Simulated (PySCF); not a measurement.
Computed properties of C3H13NSi2, SMILES CC(C)N([SiH3])[SiH3]

C3H13NSi2, SMILES CC(C)N([SiH3])[SiH3]. The structure is a stationary point at B3LYP-D3(BJ)/def2-SVP. The values are those of a single conformer. All values are computed for the isolated molecule unless a solvent is named; none is compared with measurement here.

**Structure.** All 51 harmonic modes at B3LYP-D3(BJ)/def2-SVP (PySCF) are real, so it is a minimum. With heavy atoms numbered as in [CH3:1][CH:2]([CH3:3])[N:4]([SiH3:5])[SiH3:6], the shortest bond between them is C2–N4 at 1.486 Å and the longest N4–Si5 at 1.752 Å.

**Vibrations.** The strongest infrared lines (harmonic, unscaled, degenerate partners summed) lie at 937 cm⁻¹ (247 km/mol, H 90 %), 969 cm⁻¹ (223 km/mol, H 70 %, N 18 %, Si 9 %), 949 cm⁻¹ (193 km/mol, H 81 %, C 12 %). The softest mode is at 52 cm⁻¹ and the zero-point energy is 94.8 kcal/mol.

**Electronic structure.** M06-2X/def2-TZVP (PySCF) places the frontier levels at -8.18 and 0.97 eV, a gap of 9.15 eV, and gives a dipole moment of 1.11 D. PBE/def2-TZVP (PySCF) at the same geometry gives -5.66 and -0.65 eV, so its gap is 4.14 eV narrower. An orbital gap is neither the optical nor the fundamental gap.

**Excitations.** TDA-ωB97X/def2-SVPD (PySCF) has S1 at 6.41 eV (193 nm, f = 0.003, weak); the most intense of the 6 singlets computed lies at 7.09 eV (f = 0.02). T1 (TDA) is at 6.15 eV, 0.26 eV under S1. TDA-PBE/def2-SVPD (PySCF) puts S1 at 5.08 eV. No vertical singlet excitation falls in the visible range (under 3.1 eV).

**NMR.** GIAO shifts at B3LYP/pcSseg-1 (PySCF) (non-relativistic, atoms alike by connectivity averaged): ¹³C from 26.8 to 55.5 ppm against TMS; ¹H from 1.6 to 4.8 ppm against TMS; ²⁹Si at -55.9 ppm against TMS.

**Solvation.** SMD-B3LYP/def2-SVP (PySCF) gives 3.6 kcal/mol in water, -2.0 kcal/mol in acetone, -0.1 kcal/mol in dimethylsulfoxide (1 M in both phases, gas-phase geometry); of these solvents acetone holds the molecule best.
